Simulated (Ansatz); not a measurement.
```yaml
crystal:
  periodic: [false, false, false]
  atoms:
    - {symbol: Zn, position_ang: [0.033286, -0.034190, 0.000059]}
    - {symbol: N, position_ang: [0.224679, -0.001922, 1.667797]}
    - {symbol: H, position_ang: [-0.088981, 0.775948, 2.089576]}
    - {symbol: H, position_ang: [-0.138984, -0.735683, 2.127226]}
    - {symbol: N, position_ang: [-0.003777, -0.227103, -1.667442]}
    - {symbol: H, position_ang: [0.743118, 0.109098, -2.126618]}
    - {symbol: H, position_ang: [-0.769351, 0.113843, -2.090589]}
basis:
  gaussian: {orbitals: STO-3G, nuclear_model: gaussian}
hamiltonian: {xc: {name: r2SCAN0}, dispersion: d4}
scf: {omitted_lower_state_checks: [starts]}
```

```sh
$ ansatz run in.yaml --threads 4 --pin off --events-out ev --progress --plain --max-ram 3916MiB
```

It prints (some lines left out):

```
Functional definition: r2SCAN0
352 factors; integrals over basis functions are off by at most 2.4e-4 eV
mean field evaluation 1: about -50003.6097 eV, gradient 2.6e2 eV
mean field evaluation 2: about -50614.4094 eV, gradient 1.2e2 eV
mean field evaluation 4: about -50164.4767 eV, gradient 4.7e2 eV
mean field evaluation 8: about -50838.4651 eV, gradient 7.3e1 eV
mean field evaluation 16: about -50860.1640 eV, gradient 1.4e-2 eV
mean field -50860.16399881 eV, -1869.0765526990 hartree, gradient 2.2e-5 eV, S^2 0.000000; 0 other end points of the search recorded, 0 dependent functions left out
reference -50860.16400307 eV, -1869.0765528555 hartree; 24, 24 occupied and 8, 8 virtual orbitals, 352 factors
Total energy: -50860.18938745 eV, -1869.0774857140 hartree
Checks for a lower state left out: starts
```

Hardware: 4 threads of Intel Xeon on a shared host. Wall time 5.5 s.
